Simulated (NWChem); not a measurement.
sulfur hexafluoride (SF6); SMILES FS(F)(F)(F)(F)F

```xyz
7

F      0.7586     0.9940    -1.0127
S      0.0000     0.0000     0.0000
F      1.4072    -0.6747     0.3919
F     -0.1825    -1.0704    -1.1874
F     -1.4072     0.6747    -0.3919
F      0.1825     1.0704     1.1874
F     -0.7586    -0.9940     1.0127
```
Atoms are numbered in this order, from 1.

Computed with NWChem. Pople sets run with spherical d functions. Coordinates come from a PBE-D3(BJ)/def2-SVP optimisation. Level: M06-2X/6-31G* with SMD (1 M gas to 1 M solution), gas-phase geometry.

Task: What does the run give for solvent acetone? Quantities: solvation free energy (kcal/mol); cavity-dispersion-structure term (kcal/mol).

Result: 
| Property | Result |
|---|---|
| solvation free energy (kcal/mol) | 1.4 |
| cavity-dispersion-structure term (kcal/mol) | 1.5 |
